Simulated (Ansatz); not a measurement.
Clusters of 3 atoms, II-VI: PBE-D4/def2-SVP single points in Ansatz on relaxed structures, gas phase. Each cluster is the lowest isomer that a short search found in that spin, judged at the geometry's level, and lower ones may exist. Core potentials for Ba, Cd, Hg, Sr, Te, no spin–orbit coupling. HOMO and LUMO are taken over both spins. Singlets are spin-restricted. The structures are stationary points that may keep the symmetry of their start. Remarks come from the PBE and PBE0 runs and from stability tests at other levels; not every state was tested.

| species | atoms | state | geometry | HOMO (eV) | LUMO (eV) | gap (eV) | point group (within 0.1 Å) | remarks |
| --- | --- | --- | --- | --- | --- | --- | --- | --- |
| Ba2O⁺ | 3 | doublet | PBE0-D4/def2-TZVP | -5.97 | -5.48 | 0.49 | – | – |
| Sr2Se⁺ | 3 | doublet | B3LYP-D4/def2-TZVP | -6.43 | -6.15 | 0.28 | – | – |
| Cd2Se⁺ | 3 | doublet | PBE0-D4/def2-TZVP | -9.80 | -9.27 | 0.53 | C2v | – |
| Cd2Se | 3 | singlet | PBE-D4/def2-TZVP | -4.99 | -4.06 | 0.93 | D∞h | triplet lower at PBE0 |
| Ba2Se | 3 | singlet | PBE-D4/def2-TZVP | -2.84 | -1.96 | 0.88 | C2v | – |
| Hg2O | 3 | singlet | PBE-D4/def2-TZVP | -5.68 | -4.38 | 1.31 | D∞h | spin states tie at PBE0 |
| Cd2Te⁺ | 3 | doublet | PBE-D4/def2-TZVP | -9.62 | -9.07 | 0.54 | C2v | – |

The gap (eV) runs from 0.28 (Sr2Se⁺) to 1.31 (Hg2O).
